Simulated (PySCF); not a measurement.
Compound: C6H7N3Si.
Atom-mapped SMILES: `[SiH3:1][c:2]1[cH:3][cH:4][c:5]2[n:6][nH:7][n:8][c:9]2[cH:10]1`

Structure used (GFN2-xTB), in Å, numbered top down from 1:
```
atom  x, y, z in Å
Si1    2.9719    0.2795    0.0879
C2     1.1054    0.0213   -0.0540
C3     0.5892   -0.9745   -0.9222
C4    -0.7461   -1.2252   -1.0707
C5    -1.6304   -0.4461   -0.3134
N6    -2.9693   -0.4335   -0.2254
N7    -3.2110    0.5110    0.6455
N8    -2.1902    1.1429    1.1600
C9    -1.1301    0.5629    0.5724
C10    0.2453    0.7895    0.6946
H11    3.6213   -0.3314   -1.0733
H12    3.2544    1.7153    0.1263
H13    3.4556   -0.3549    1.3173
H14    1.2974   -1.5589   -1.4924
H15   -1.1199   -1.9854   -1.7383
H16   -4.1578    0.7451    0.9120
H17    0.6073    1.5547    1.3637
```

NICS = −σ at a ghost point: NICS(0) at the centroid of the ring atoms, NICS(1) 1 Å to either side along the normal of their mean plane, zz for the tensor component along that normal. Level: GIAO PBE0/pcSseg-1 (PySCF, non-relativistic, gas phase) on the GFN2-xTB geometry, one conformer.

Ring bond lengths (Å), with Mayer bond orders in brackets: C2–C3 1.418 (1.28), C3–C4 1.367 (1.58), C4–C5 1.401 (1.27), C5–C9 1.433 (1.18), C9–C10 1.399 (1.29), C10–C2 1.375 (1.55); C5–N6 1.342 (1.36), N6–N7 1.307 (1.30), N7–N8 1.306 (1.30), N8–C9 1.344 (1.35), C9–C5 1.433 (1.18).

Task: Give the NICS values of each ring in ppm.

Result: 
```
              ring                                                 type  NICS(0)  NICS(1), two faces  NICS(1)zz, two faces  rms pucker (Å)  centre to ring atoms, mean (Å)
C2–C3–C4–C5–C9–C10     6-membered carbocycle; formal bonds all aromatic     -8.0       -10.8 / -10.9         -26.7 / -26.8            0.00                            1.40
    C5–N6–N7–N8–C9  5-membered ring with 3 N; formal bonds all aromatic    -16.5       -15.6 / -15.6         -40.2 / -40.2            0.00                            1.14
```

Task: What do they say, and how far can they be read as aromaticity?

Result: 
- C2–C3–C4–C5–C9–C10: mean NICS(1)zz -26.8 ppm, shielded. For a flat ring without four-coordinate atoms the NICS criterion counts such a value as aromatic, though in fused rings the probe also feels the neighbouring ring.
- C5–N6–N7–N8–C9: mean NICS(1)zz -40.2 ppm, shielded. For a flat ring without four-coordinate atoms the NICS criterion counts such a value as aromatic, though in fused rings the probe also feels the neighbouring ring.

Task: What does the geometric index give? HOMA = 1 − mean of α(R − Ropt)² over the ring bonds, with Krygowski's 1993 parameters (CC: Ropt 1.388 Å, α 257.7 Å⁻²; CN: Ropt 1.334 Å, α 93.52 Å⁻²; NN: Ropt 1.309 Å, α 130.33 Å⁻²).

Result: 
- C2–C3–C4–C5–C9–C10: HOMA 0.83 = 1 − EN − GEO, with mean bond length 1.399 Å, EN = α(Ropt − mean)² = 0.030 and GEO = α × variance = 0.135. The geometric and the magnetic index point the same way.
- C5–N6–N7–N8–C9: HOMA 0.89; the largest term is that of C9–C5, α(R − Ropt)² = 0.52. The geometric and the magnetic index point the same way.

Task: What is the mean of the two in-plane components of NICS at the first NICS(1) probe listed for ring C2–C3–C4–C5–C9–C10, 1 Å off the ring?

Result: The isotropic value is a third of the trace: (3 × -10.8 − (-26.7))/2 = -2.9 ppm.

Task: Give the inner angles of the rings and the Hirshfeld charges of the ring atoms.

Result: 
- C2–C3–C4–C5–C9–C10: C2 119.9° (-0.092 e), C3 123.4° (-0.049 e), C4 117.1° (-0.048 e), C5 120.4° (+0.015 e), C9 120.7° (+0.014 e), C10 118.5° (-0.045 e); sum 720.0° against 720° for a flat convex ring.
- C5–N6–N7–N8–C9: C5 107.5° (+0.015 e), N6 103.6° (-0.145 e), N7 117.9° (+0.065 e), N8 103.6° (-0.143 e), C9 107.4° (+0.014 e); sum 540.0° against 540° for a flat convex ring.

Task: How shielded are the nuclei of the rings and their hydrogens (means over atoms taken as equivalent)?

Result: 
| atoms | environment | σ isotropic (ppm) |
| --- | --- | --- |
| C2 | substituted aromatic carbon | 53.9 |
| C3 | aromatic CH carbon | 49.3 |
| C4 | aromatic CH carbon | 62.6 |
| C5 | ring-fusion aromatic carbon | 38.1 |
| N6 | pyridine-type nitrogen | -81.0 |
| N7 | pyrrole-type nitrogen | -8.8 |
| N8 | pyridine-type nitrogen | -82.1 |
| C9 | ring-fusion aromatic carbon | 38.7 |
| C10 | aromatic CH carbon | 52.9 |
| H14 | aromatic hydrogen | 23.75 |
| H15 | aromatic hydrogen | 23.36 |
| H16 | N–H hydrogen | 19.85 |
| H17 | aromatic hydrogen | 23.10 |

Hardware: Arm Neoverse N1, one thread, no GPU, shared host with 64 logical CPUs at a one-minute load of 56. Cost: 68 s, 0.94 GiB resident at most. This is the whole shielding run at PBE0/pcSseg-1, SCF included.
